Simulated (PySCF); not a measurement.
## Polarisability and C₆ of Ni⁺ (nickel, charge +1)

[Ar] 3d9, 2D determinant. Computed with PySCF 2.14 in aug-cc-pwCVTZ (10s9p7d4f3g, 127 functions), with no relativity, point nucleus. Coupled (time-dependent) response in atomic units; α is the mean over directions.

| method | mean α (bohr³) | α xx, yy, zz | C₆ (like pair) | S(−4) |
| --- | --- | --- | --- | --- |
| MN15 | 7.154 | 6.697, 6.697, 8.069 | 23.08 | 49.84 |

S(−4) is the Cauchy moment in α(ω) = α(0) + S(−4) ω² + …

α(iu) at MN15:

| u (hartree) | α(iu) (bohr³) |
| --- | --- |
| 0 | 7.154 |
| 0.0500 | 7.033 |
| 0.100 | 6.705 |
| 0.200 | 5.760 |
| 0.300 | 4.855 |
| 0.500 | 3.643 |
| 0.750 | 2.819 |
| 1.00 | 2.307 |
| 1.50 | 1.647 |
| 2.00 | 1.231 |
| 3.00 | 0.7606 |
| 5.00 | 0.3784 |

A single London oscillator, α(iu) = α/(1 + u²/ω²), gives C₆ = (3/4) ω α². Matching the computed C₆ needs ω = 4 × 23.08 / (3 × 7.154²) = 0.601 hartree.

For an ion, C₆ is the dispersion term alone; charge-induced terms of lower order in 1/R come first.

The components differ because the open shell of this determinant is not spherical; for a pure term their mean is the scalar polarisability.
